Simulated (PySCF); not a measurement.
## Structure from 2D NMR

Compound of formula C8H8OSi. Correlations simulated from computed shifts and the bond graph:

HSQC (one-bond C–H):
```csv
δH,δC
7.40,156.3
7.35,148.0
6.56,113.7
6.50,117.7
6.33,118.4
6.33,135.7
```

COSY cross peaks (H two or three bonds apart, from the bond graph; peaks can be absent where the dihedral angle is near 90°):
```csv
δH,δH
7.40,6.33
7.35,6.50
6.56,6.50
6.33,4.72
6.33,4.72
```

HMBC (two and three bonds, from the bond graph):
```csv
δH,δC
7.40,"158.6, 155.9, 135.7, 118.4"
7.35,"158.6, 117.7, 113.7"
6.56,"158.6, 155.9, 148.0, 117.7"
6.50,"158.6, 148.0, 113.7"
6.33,"158.6, 156.3, 155.9, 135.7"
6.33,"156.3, 155.9, 118.4"
4.72,"156.3, 155.9, 135.7, 118.4"
```

Carbons without hydrogens: δ 158.6, 155.9.

Fast rotation and ring inversion assumed for equivalent nuclei, single conformer, no solvent model, non-relativistic Hamiltonian. PBE0-D3(BJ)/def2-SVP structure; σ from GIAO-B3LYP/pcSseg-1; PySCF.

Referencing at the same level of theory: $^{1}$H and $^{13}$C against TMS.

Exchangeable hydrogens are left out of these lists.

Question: Work out the connectivity.

Answer: SMILES C1=CC(c2ccco2)=C[SiH2]1.

Structure with atom numbers: `[CH:1]1=[CH:2][C:3]([c:4]2[cH:5][cH:6][cH:7][o:8]2)=[CH:9][SiH2:10]1` (H(Xn): hydrogen on atom n).

- δC 158.6 is C4, a substituted aromatic carbon next to the ring oxygen.
- δC 156.3 is C2, an alkene CH (δH 7.40).
- δC 155.9 is C3, a fully substituted alkene carbon.
- δC 148.0 is C7, an aromatic CH next to the ring oxygen (δH 7.35).
- δC 135.7 is C1, an alkene CH (δH 6.33).
- δC 118.4 is C9, an alkene CH (δH 6.33).
- δC 117.7 is C6, an aromatic CH (δH 6.50).
- δC 113.7 is C5, an aromatic CH (δH 6.56).
- HMBC from δH 7.40 reaches the proton-free carbons C4, C3.
- HMBC from δH 7.35 reaches the proton-free carbon C4.
- HMBC from δH 6.56 reaches the proton-free carbons C4, C3.
- HMBC from δH 6.50 reaches the proton-free carbon C4.
- COSY links 7.40–6.33, 7.35–6.50, 6.56–6.50, 6.33–4.72, 6.33–4.72.

The shifts were computed for this structure.

Shifts are as computed. Against solution values, carbons near 30 ppm lie about +2 ppm off and those near 130 ppm about +6 ppm. Of 1309 compounds with measured shifts, 239 miss one by over three times the rms of a fit or turn the order of signals round; such compounds aren't used in these exercises.
